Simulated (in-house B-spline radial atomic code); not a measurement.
Configurations of Cu, with energies counted from [Ar] 3d10 4s1. Computed with an all-electron radial atomic-structure program (B-spline basis): scalar-relativistic (X2C) LDA PW92, spin-polarised, spherical fractional occupations, Fermi nucleus of rms radius 3.8823 fm. Shells without spins written out take the highest spin.

Occupations are held fixed; configurations that lie above the ionisation limit could autoionise.

```
                                                   configuration  E - E(ref) (eV)  highest orbital  its <r> (bohr)
                                                   [Ar] 3d10 5p1           6.7386            5p up            10.7
                                                [Ar] 3d9 4s1 5p1           9.4804            5p up            9.95
                                                [Ar] 3d9 4s1 4f1            10.56            4f up            17.1
         [Ar] 3d(4 up, 5 down) 4s(0 up, 1 down) 4f(1 up, 0 down)           10.561            4f up           17.14
                                       [Ne] 3s2 3p5 3d10 4s1 4p1           73.628            4p up           3.706
                                       [Ne] 3s2 3p5 3d10 4s1 5p1           76.976            5p up           9.937
[Ne] 3s2 3p(3 up, 2 down) 3d10 4s(1 up, 0 down) 5d(0 up, 1 down)           77.963          5d down           18.57
```

(1) Order these further configurations by energy, lowest first.
A. [Ar] 3d9 4s1 5f1
B. [Ne] 3s2 3p5 3d10 4s1 5s1
C. [Ne] 3s2 3p5 3d10 4s1 4d1
D. [Ne] 3s2 3p(2 up, 3 down) 3d10 4s(0 up, 1 down) 4p(1 up, 0 down)
E. [Ar] 3d10 4p1

(2) How far above the reference does [Ne] 3s2 3p(3 up, 2 down) 3d10 4s2 lie?

(3) How far above the reference does [Ar] 3d10 4d1 lie?

Results:

(1) E (4.3038 eV), A (10.857 eV), D (74.205 eV), B (76.112 eV), C (77.266 eV).

(2) 69.315 eV; its least bound orbital is 4s down with <r> = 2.696 bohr.

(3) 6.9964 eV; its least bound orbital is 4d up with <r> = 9.971 bohr.
